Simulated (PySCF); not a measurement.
**Electron correlation in Te²⁺ (tellurium, charge +2)**

[Kr] 4d10 5s2 5p2, high-spin 3P determinant. Computed with PySCF 2.14 in x2c-TZVPPall (8s6p4d2f, 60 functions), with scalar relativity by spin-free X2C-1e. Frozen: [Ar] 3d10; 22 electrons correlated.

MP2 pair energies summed by pair of shells (mhartree):

```json
{"pair": "4d-4d", "energy": "-234.08", "share (%)": "47.0"}
{"pair": "4d-5s", "energy": "-63.39", "share (%)": "12.7"}
{"pair": "4p-4d", "energy": "-57.57", "share (%)": "11.6"}
{"pair": "4d-5p", "energy": "-39.70", "share (%)": "8.0"}
{"pair": "5s-5p", "energy": "-27.68", "share (%)": "5.6"}
{"pair": "4p-4p", "energy": "-22.96", "share (%)": "4.6"}
{"pair": "4s-4d", "energy": "-13.46", "share (%)": "2.7"}
{"pair": "5s-5s", "energy": "-12.69", "share (%)": "2.5"}
{"pair": "4p-5s", "energy": "-8.11", "share (%)": "1.6"}
{"pair": "4s-4p", "energy": "-8.02", "share (%)": "1.6"}
{"pair": "5p-5p", "energy": "-4.26", "share (%)": "0.9"}
{"pair": "4p-5p", "energy": "-3.56", "share (%)": "0.7"}
{"pair": "4s-4s", "energy": "-1.90", "share (%)": "0.4"}
{"pair": "4s-5s", "energy": "-0.57", "share (%)": "0.1"}
{"pair": "4s-5p", "energy": "-0.38", "share (%)": "0.1"}
```

Total MP2 correlation energy: -498.32 mhartree.

Same-spin part -180.37 and opposite-spin part -317.95 mhartree; SCS-MP2 scales them by 1/3 and 6/5 to -441.66 mhartree.

This basis was not built for core-valence correlation, so the inner-shell part is incomplete.
